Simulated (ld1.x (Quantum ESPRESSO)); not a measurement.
# nitrogen: RRKJ pseudisation with BLYP, scalar-relativistic reference atom.

```json
{"Element": "nitrogen", "Generator": "ld1.x (Quantum ESPRESSO) 7.5", "Type": "norm-conserving RRKJ (Kleinman–Bylander form)", "Functional": "BLYP", "Relativity": "scalar-relativistic", "Frozen core": "[He]", "Valence charge": "5", "Reference configuration": "2s1.5 2p3.5", "Partial waves": "2s (bound): rc 1.10 bohr; 2p (bound): rc 1.85 bohr; 3d channel at 0.15 Ry: rc 1.50 bohr", "Local potential": "the d channel", "Core correction": "Bessel-smoothed model core inside 1.10 bohr"}
```

All-electron outer shells of the reference configuration (BLYP, scalar-relativistic, ld1.x):

| shell | level (eV) | outermost node (bohr) | outermost maximum (bohr) |
| --- | --- | --- | --- |
| 1s | -385.76 | – | 0.15 |
| 2s | -18.67 | 0.32 | 1.00 |
| 2p | -7.27 | – | 0.97 |

Results:

```
Cutoffs needed           : 60 Ry and 80 Ry (the cutoffs (Ry, on a coarse ladder) from which the occupation-weighted sum of valence levels, in a spherical-Bessel basis at the reference potential, stays within 10 and 1 mRy of its value at 400 Ry)
Ghost test               : no extra level below or beside the all-electron valence levels (s, p, d, f tested) (spherical-Bessel basis up to 400 Ry, 20 bohr box)
Largest excitation error : +1807 meV (all-electron minus pseudo) for 2s2 2p0, out of 7 test configurations
```

Generation and tests took about 2.8 s on one core of a shared server CPU.
